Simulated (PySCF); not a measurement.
3-methoxypropanenitrile (C₄H₇NO), SMILES COCCC#N.

Geometry optimised at ωB97X-D3(BJ)/def2-SVP. One conformer was computed; it need not be the lowest.

Level of theory: PBE/def2-TZVP (PySCF).

Gas-phase values at a fixed geometry.

The total energy is -286.33596 hartree. The point group is Cs, the highest occupied level comes out as -6.45 eV and the lowest empty level is -0.43 eV. The orbital gap comes out as 6.02 eV and the dipole moment comes out as 3.88 D. The quadrupole, principal values (traceless, Buckingham form, about the centre of nuclear charge) is -15.31, 6.45, 8.86 D·Å and the mean static polarisability comes out as 58.9 bohr³ (8.73 Å³). The polarisability, principal values is 47.1, 50.9, 78.7 bohr³.
